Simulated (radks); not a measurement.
Results of a calculation; reference values are marked as such.
Task: Ionisation of Kr+, [Ar] 3d10 4s2 4p5, to Kr2+, [Ar] 3d10 4s2 4p4, under several functionals. Scalar-relativistic Kohn-Sham, spin-polarised, spherical densities, finite nucleus; open shells are filled with parallel spins first; a radial shooting solver on a logarithmic mesh with Libxc functionals. Known Delta-SCF values: SOGGA 24.288 eV; OLYP 24.245 eV. What does exchange-only LDA give, and what is its highest occupied eigenvalue?

Result: 23.034 eV by Delta-SCF; the 4p eigenvalue is -17.797 eV. NIST: 24.360 eV (measured).
